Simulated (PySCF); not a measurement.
FH2NPb, SMILES [Pb]([NH2])[F] (connectivity only; charge and spin as stated), neutral, multiplicity 1.

Geometry optimised at B3LYP-D3(BJ)/def2-TZVP. The def2 effective core potentials stand for the cores of Pb; spin–orbit coupling is left out. Other conformers were not sampled.

All values below come from IEF-PCM-PBE0/def2-SVP run with PySCF 2.14.0.

The values are the electrostatic part of the solvation free energy, E(continuum) − E(gas) at the gas-phase geometry, in a cavity of scaled van der Waals radii (PySCF's table); cavitation and dispersion terms are not included. A continuum can't describe solvent molecules that bind to the metal. In vacuum the orbital gap is 5.15 eV. The dipole moment in vacuum is 3.60 D.

### Question
Estimate the values in water (ε = 78.36), dimethylsulfoxide (ε = 46.83), N,N-dimethylformamide (ε = 37.22). (An estimate is asked for; the answer gives what the named calculation found.)

### Answer

| solvent | ε | ΔG(elec) (kcal/mol) | dipole (D) | gap (eV) |
|---|---|---|---|---|
| water | 78.36 | -8.8 | 4.56 | 5.38 |
| dimethylsulfoxide | 46.83 | -8.7 | 4.54 | 5.38 |
| N,N-dimethylformamide | 37.22 | -8.6 | 4.54 | 5.37 |
